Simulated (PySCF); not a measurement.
SnH₂, SMILES [SnH2] (connectivity only; charge and spin as stated), neutral, multiplicity 1. Heavy atoms are numbered as in [SnH2:1]. Hydrogens are named by the atom that carries them.

Geometry optimised at B3LYP-D3(BJ)/def2-TZVPD. The def2 effective core potentials stand for the cores of Sn; spin–orbit coupling is left out.

These are PySCF with PBE/def2-TZVPD values and carry that method's errors.

Mulliken values depend strongly on the basis, most of all with diffuse functions as here. ESP charges are fitted to the potential on shells at 1.4 to 2.0 van der Waals radii. Atomic charges (e), one atom of each kind:

```
atom        ESP fit  Mulliken
----------  -------  --------
Sn1 (SnH2)     0.21      0.15
H on Sn1      -0.11     -0.07
```
